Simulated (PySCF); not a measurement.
# P (phosphorus, neutral) across methods

[Ne] 3s2 3p3, high-spin 4S determinant. All numbers are calculated (PySCF 2.14, the spin-free X2C one-electron Hamiltonian (Gaussian nucleus), in aug-cc-pCVQZ-DK (10s9p7d5f3g, 134 functions)).

| method | E (hartree) | mean ε 3s α (eV) | mean ε 3s β (eV) | mean ε 3p α (eV) | Σ⟨r²⟩ (bohr²) | ⟨S²⟩ |
| --- | --- | --- | --- | --- | --- | --- |
| PBE | -341.9397 | -14.801 | -12.080 | -6.284 | 30.29 | 3.750 |
| r2SCAN | -342.0693 | -15.665 | -12.033 | -6.681 | 29.99 | 3.750 |
| UHF | -341.53429 | -22.833 | -15.221 | -10.656 | 30.22 | 3.751 |
| PBE0 | -341.9677 | -16.975 | -13.216 | -7.522 | 30.06 | 3.750 |
| M06-2X | -342.0834 | -18.332 | -14.492 | -8.359 | 30.06 | 3.752 |
| LDA | -340.8160 | -14.775 | -12.323 | -6.285 | 30.39 | 3.751 |
| r2SCANh | -342.0681 | -16.416 | -12.476 | -7.126 | 29.97 | 3.750 |
| PW91 | -342.0858 | -14.844 | -12.131 | -6.321 | 30.28 | 3.750 |
